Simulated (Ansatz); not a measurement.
Consider the atomization: `O[SiH]1[NH][AlH]1` → Al• + 4 H• + N• + O• + Si•.

Calculated with Ansatz (gas phase, PBE0-D4/def2-TZVP geometries, no zero-point term in ΔE). CCSD(T)/CBS adds triple-zeta CCSD(T) − MP2 to the extrapolated MP2 energy (def2 sets, frozen cores). This one scheme is used for every species, atoms too. DFT in def2-TZVPP. B3LYP here is the variant with VWN-RPA as its local correlation; programs differ in this. HSE06 is defined as in plane-wave codes. No spin–orbit coupling; open shells (•) take unrestricted orbitals. Spin–orbit coupling would lower the free atoms: a little for Al, O, Si. Each species was taken in one conformer, which may not be the lowest.

```csv
level,ΔE (kcal/mol),difference from CCSD(T)/CBS
BLYP-D4,629.0,-3.5
B97M-V,635.7,3.2
r2SCAN0-D4,616.1,-16.4
HSE06-D4,623.2,-9.3
ωB97M-V,632.3,-0.2
PBE-QIDH,619.2,-13.3
revPBE,609.6,-22.9
BLYP,620.7,-11.8
B3LYP,621.3,-11.2
r2SCAN0,615.1,-17.4
BHLYP,600.1,-32.4
CAM-B3LYP,628.0,-4.5
SCS-MP2/def2-TZVPP,621.2,-11.3
MP2/def2-QZVPP,636.5,4.0
HF/CBS(def2),427.2,-205.3
MP2/CBS(def2),645.7,13.2
CCSD(T)/CBS,632.5,0
```

Largest T1 diagnostic among the species: 0.018.

Leaving LDA and LC-ωPBE aside and taking each functional with its dispersion term where it has one, the values, not all of them listed here, spread over 32.6 kcal/mol, from BHLYP-D4 to PBE-D4. LDA lies +89.6 kcal/mol from PBE without D4, its usual overbinding. In def2-TZVPP, CCSD(T) changes the Hartree–Fock value by +184.4 kcal/mol (the triples alone add +11.7 kcal/mol) and MP2 by +197.6 kcal/mol; breaking electron pairs costs correlation energy, which Hartree–Fock lacks. From BLYP to BHLYP (50 % exact exchange), in def2-TZVPP and without D4, ΔE moves by −20.6 kcal/mol: exact exchange takes away binding that semilocal exchange gives to molecules.

For atomizations the MP2-based limit and the directly extrapolated one differ by several kJ/mol either way, and by 10 to 25 for some Ge, Se and Sn compounds, so smaller differences from it don't rank the levels.
